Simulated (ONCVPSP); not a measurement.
## An all-electron radial function and its pseudo partner (fluorine (F))

Columns: radius, all-electron u(r) and pseudo u(r) of the 2s shell (level -38.18 eV) of fluorine in the configuration [He] 2s2 2p4.5; PW91, non-relativistic, ONCV scheme, ONCVPSP 4.0.1.

| r (bohr) | all-electron | pseudo |
| --- | --- | --- |
| 0.045 | -0.3652 | 0.0454 |
| 0.090 | -0.4594 | 0.0933 |
| 0.135 | -0.3982 | 0.1471 |
| 0.180 | -0.2558 | 0.2099 |
| 0.225 | -0.0777 | 0.2827 |
| 0.270 | 0.1090 | 0.3645 |
| 0.315 | 0.2883 | 0.4525 |
| 0.360 | 0.4513 | 0.5444 |
| 0.405 | 0.5938 | 0.6384 |
| 0.450 | 0.7144 | 0.7311 |
| 0.495 | 0.8132 | 0.8175 |
| 0.540 | 0.8910 | 0.8916 |
| 0.585 | 0.9501 | 0.9501 |
| 0.630 | 0.9922 | 0.9922 |
| 0.675 | 1.0194 | 1.0194 |
| 0.720 | 1.0339 | 1.0339 |
| 0.765 | 1.0375 | 1.0375 |
| 0.810 | 1.0322 | 1.0322 |
| 0.855 | 1.0195 | 1.0195 |
| 0.900 | 1.0007 | 1.0007 |
| 0.945 | 0.9771 | 0.9771 |
| 0.990 | 0.9498 | 0.9498 |
| 1.035 | 0.9197 | 0.9197 |
| 1.080 | 0.8874 | 0.8874 |
| 1.125 | 0.8538 | 0.8538 |
| 1.170 | 0.8193 | 0.8193 |

**Question.** How many radial nodes do the two functions have?

**Answer.** The all-electron 2s function has n − l − 1 = 1; the pseudo-wave has 0, since the states of the same l below it are removed with the core.

**Question.** At about which radius was the pseudo-wave matched?

**Answer.** 0.65 bohr. The columns agree to 0.0005 from 0.58 bohr on; several derivatives are matched, so the curves merge somewhat inside the radius.

**Question.** Is the pseudo-wave norm-conserving?

**Answer.** Yes: the ONCV scheme keeps the norm inside the radius equal to the all-electron one, which fixes the energy derivative of the logarithmic derivative at the level.
